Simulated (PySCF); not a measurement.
C2H10OSi3, SMILES [SiH3][C@H]1O[SiH2]C[SiH2]1.

Geometry optimised at PBE0-D3(BJ)/def2-SVP. The structure was generated by enumeration; whether it is a known compound was not checked. The values are those of a single conformer.

Two levels are set side by side: PBE/def2-TZVP (PySCF) and PBE0/def2-TZVP (PySCF). Same geometry, gas phase. Differences are taken from unrounded values.

```
quantity                      PBE0
---------------------------  -----
orbital gap (eV)              7.37
highest occupied level (eV)  -7.33
lowest empty level (eV)       0.04
dipole moment (D)             1.33
```

What does PBE give, and how far is it from PBE0? (The exact figures need the calculation; the answer reports its results.)


```csv
quantity,PBE,PBE minus PBE0
orbital gap (eV),5.20,-2.17
highest occupied level (eV),-6.01,1.31
lowest empty level (eV),-0.81,-0.86
dipole moment (D),1.26,-0.07
```

PBE's occupied levels lie high since its potential decays too fast outside the molecule; exact exchange lowers them and widens the gap. Differences between two approximate levels are no errors against the true value.

Rough cost on one machine, each run with all the roots and properties that it gave: PBE0 against PBE within a factor of 2.
